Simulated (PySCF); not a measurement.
Mg(SiH3)2 (H6MgSi2), SMILES [SiH3][Mg][SiH3].

The structure is a stationary point at TPSSh-D3(BJ)/def2-SVP.

Computed with PySCF with M06-2X/def2-TZVPD.

Symmetry labels are those of the subgroup C2 that the program uses (full group D3).

Computed valence orbital energies around the gap with their symmetry:
| orbital | symmetry | energy (eV) |
|---|---|---|
| HOMO−7 | A | -15.99 |
| HOMO−6 | B | -15.93 |
| HOMO−5 | A | -10.54 |
| HOMO−4 | B | -10.54 |
| HOMO−3 | B | -10.53 |
| HOMO−2 | A | -10.53 |
| HOMO−1 | A | -8.99 |
| HOMO | B | -7.37 |
| LUMO | A | -0.97 |
| LUMO+1 | B | -0.97 |
| LUMO+2 | A | -0.54 |
| LUMO+3 | B | 0.55 |
